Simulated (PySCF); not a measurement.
C9H9NSSi, SMILES c1csc([SiH2]c2ccncc2)c1, GFN2-xTB optimised geometry.

```
21

C     -0.22    -3.00     0.00
C      1.14    -3.00     0.00
S      1.78    -1.41     0.00
C      0.19    -0.71     0.00
Si    -0.05     1.15     0.01
C      0.58     1.84     1.66
C      0.70     3.21     1.85
C      1.15     3.69     3.07
N      1.47     2.91     4.08
C      1.36     1.60     3.91
C      0.92     1.02     2.73
C     -0.75    -1.70     0.00
H     -0.82    -3.90     0.00
H      1.81    -3.84     0.00
H     -1.48     1.42    -0.13
H      0.73     1.75    -1.08
H      0.44     3.90     1.05
H      1.25     4.75     3.25
H      1.64     0.99     4.76
H      0.85    -0.05     2.65
H     -1.81    -1.49     0.00
```

Density from B3LYP/def2-SVP run with PySCF at that geometry.

Minimum of the electron density along straight lines between bonded atoms, close to the bond critical point (lines longer than 1.1 times the sum of covalent radii, or with two minima, are not listed):

| bond | length / Å | ρ at the minimum / e bohr⁻³ | ∇²ρ there / e bohr⁻⁵ | position (fraction from the first atom) |
|---|---|---|---|---|
| C1–C2 | 1.358 | 0.326 | -0.84 | 0.49 |
| C2–S3 | 1.717 | 0.218 | … | 0.47 |
| S3–C4 | 1.737 | 0.209 | … | 0.54 |
| C4–Si5 | 1.872 | 0.112 | 0.37 | 0.62 |
| Si5–C6 | 1.893 | 0.112 | 0.33 | 0.38 |
| C6–C7 | 1.393 | 0.308 | -0.78 | 0.50 |
| C7–C8 | 1.385 | 0.317 | -0.83 | 0.50 |
| C8–N9 | 1.323 | 0.352 | -1.02 | 0.35 |
| N9–C10 | 1.322 | 0.353 | -1.02 | 0.65 |
| C6–C11 | 1.392 | 0.308 | -0.77 | 0.50 |
| C10–C11 | 1.386 | 0.316 | -0.83 | 0.50 |
| C1–C12 | 1.411 | 0.299 | -0.75 | 0.50 |
| C4–C12 | 1.365 | 0.321 | -0.81 | 0.51 |
| C1–H13 | 1.076 | 0.284 | -1.09 | 0.63 |
| C2–H14 | 1.072 | 0.287 | -1.13 | 0.64 |
| Si5–H15 | 1.467 | 0.117 | 0.33 | 0.49 |
| Si5–H16 | 1.467 | 0.117 | 0.33 | 0.49 |
| C7–H17 | 1.080 | 0.284 | -1.08 | 0.63 |
| C8–H18 | 1.083 | 0.287 | -1.12 | 0.64 |
| C10–H19 | 1.083 | 0.287 | -1.12 | 0.64 |
| C11–H20 | 1.080 | 0.286 | -1.10 | 0.64 |
| C12–H21 | 1.076 | 0.285 | -1.10 | 0.63 |

**Question.** Some entries are withheld; supply them.

**Answer.** 
- C2–S3, ∇²ρ there / e bohr⁻⁵: -0.48
- S3–C4, ∇²ρ there / e bohr⁻⁵: -0.41
